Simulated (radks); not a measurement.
Task: Successive ionisation energies (eV) of one element, from differences of total energies of ions in their ground configurations, starting at charge 44: 2355.7, 2416.9, 2478.3, 2540.0, 2754.8, 2820.7, 2996.6, 3062.4, 5054.5, 5197.2, 5341.3, 5486.8, 5633.7, 5782.0, 6043.8, 6198.7, 6354.9, 6512.4, 6943.7, 7079.6, 7216.0, 7352.5. Calculated with a radial shooting solver on a logarithmic mesh with Libxc functionals: Dirac Kohn-Sham, exchange-only PBE, spin-unpolarised, spherical densities, finite nucleus; open shells fill j = l - 1/2 first; Fermi nuclear charge, rms radius 5.4648 fm. Which element is it?

Result: Mercury (Z = 80). The first species listed is Hg44+ in [Kr], the last Hg65+ in [Ne] 3s2 3p3.
